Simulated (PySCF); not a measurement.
F2Ge, charge -1, quartet, geometry from GFN2-xTB of the parent state (a state made from the parent by changing its charge; the spin is typed, not shown lowest) (in this run its highest filled SCF level lies above zero, so its values depend strongly on the basis, on diffuse functions most of all); R2SCAN/6-31G* in PySCF.

The PySCF input:
```python
from pyscf import gto, scf, dft

mol = gto.Mole()
mol.atom = '''
    Ge    0.01273408   -0.00945855    0.40380931
    F     0.85130033    1.56847282   -0.70909783
    F    -0.89657706   -1.53484242   -0.72666861
'''
mol.basis = '6-31g*'
mol.charge = -1
mol.spin = 3
mol.verbose = 4
mol.build()

mf = dft.UKS(mol)
mf.xc = 'r2scan'
mf.kernel()
```

Question: Write the output that PySCF gives for this input, abridged.

Answer: 
```
PySCF version 2.14.0

[INPUT] verbose = 4
[INPUT] num. atoms = 3
[INPUT] num. electrons = 51
[INPUT] charge = -1
[INPUT] spin (= nelec alpha-beta = 2S) = 3
[INPUT] symmetry False subgroup None
[INPUT] Mole.unit = angstrom
[INPUT] Symbol           X                Y                Z      unit          X                Y                Z       unit  Magmom
[INPUT]  1 Ge     0.012734080000  -0.009458550000   0.403809310000 AA    0.024063923648  -0.017874069036   0.763089002450 Bohr   0.0
[INPUT]  2 F      0.851300330000   1.568472820000  -0.709097830000 AA    1.608724473452   2.963984063624  -1.340000694223 Bohr   0.0
[INPUT]  3 F     -0.896577060000  -1.534842420000  -0.726668610000 AA   -1.694285092968  -2.900431818165  -1.373204656218 Bohr   0.0

nuclear repulsion = 156.825620326535
number of shells = 24
number of NR pGTOs = 149
number of NR cGTOs = 60
basis = 6-31g*
ecp = {}

******** <class 'pyscf.dft.uks.UKS'> ********
method = UKS
initial guess = minao
damping factor = 0
level_shift factor = 0
DIIS = <class 'pyscf.scf.diis.CDIIS'>
diis_start_cycle = 1
diis_space = 8
diis_damp = 0
SCF conv_tol = 1e-09
SCF conv_tol_grad = None
SCF max_cycles = 50
direct_scf = True
direct_scf_tol = 1e-13
number electrons alpha = 27  beta = 24
XC library pyscf.dft.libxc version 7.1.2
    S. Lehtola, C. Steigemann, M. J. T. Oliveira, and M. A. L. Marques,  SoftwareX 7, 1–5 (2018)
XC functionals = r2scan
    J. W. Furness, A. D. Kaplan, J. Ning, J. P. Perdew, and J. Sun,  J. Phys. Chem. Lett. 11, 8208–8215 (2020)
    J. W. Furness, A. D. Kaplan, J. Ning, J. P. Perdew, and J. Sun,  J. Phys. Chem. Lett. 11, 9248–9248 (2020)
    J. W. Furness, A. D. Kaplan, J. Ning, J. P. Perdew, and J. Sun,  J. Phys. Chem. Lett. 11, 8208–8215 (2020)
    J. W. Furness, A. D. Kaplan, J. Ning, J. P. Perdew, and J. Sun,  J. Phys. Chem. Lett. 11, 9248–9248 (2020)
radial grids:
    Treutler-Ahlrichs [JCP 102, 346 (1995); DOI:10.1063/1.469408] (M4) radial grids

becke partition: Becke, JCP 88, 2547 (1988); DOI:10.1063/1.454033
pruning grids: <function nwchem_prune>
grids dens level: 3
symmetrized grids: False
atomic radii adjust function: <function treutler_atomic_radii_adjust>
small_rho_cutoff = 0
Set gradient conv threshold to 3.16228e-05
tot grids = 49168
init E= -2275.42993651871

cycle= 1 E= -2275.97378799274  delta_E= -0.544  |g|= 0.766  |ddm|= 1.48

cycle= 2 E= -2273.33956808063  delta_E= 2.63  |g|= 2.43  |ddm|= 2.49

cycle= 3 E= -2276.18275754122  delta_E= -2.84  |g|= 0.124  |ddm|= 2.32

cycle= 4 E= -2276.17982920994  delta_E= 0.00293  |g|= 0.167  |ddm|= 0.388

cycle= 5 E= -2276.19367764814  delta_E= -0.0138  |g|= 0.0258  |ddm|= 0.157

cycle= 6 E= -2276.19404173226  delta_E= -0.000364  |g|= 0.0116  |ddm|= 0.0493

cycle= 7 E= -2276.19402957191  delta_E= 1.22e-05  |g|= 0.0135  |ddm|= 0.0235

cycle= 8 E= -2276.19411168997  delta_E= -8.21e-05  |g|= 0.00299  |ddm|= 0.0152

cycle= 9 E= -2276.19411639399  delta_E= -4.7e-06  |g|= 0.000664  |ddm|= 0.00456

cycle= 10 E= -2276.19411665269  delta_E= -2.59e-07  |g|= 0.000189  |ddm|= 0.000987

cycle= 11 E= -2276.19411667534  delta_E= -2.26e-08  |g|= 2.8e-05  |ddm|= 0.000325

cycle= 12 E= -2276.19411667603  delta_E= -6.93e-10  |g|= 6.59e-06  |ddm|= 6.73e-05

Extra cycle  E= -2276.19411667607  delta_E= -3.27e-11  |g|= 8.37e-06  |ddm|= 2.03e-05
converged SCF energy = -2276.19411667607  <S^2> = 3.760493  2S+1 = 4.0052431
```
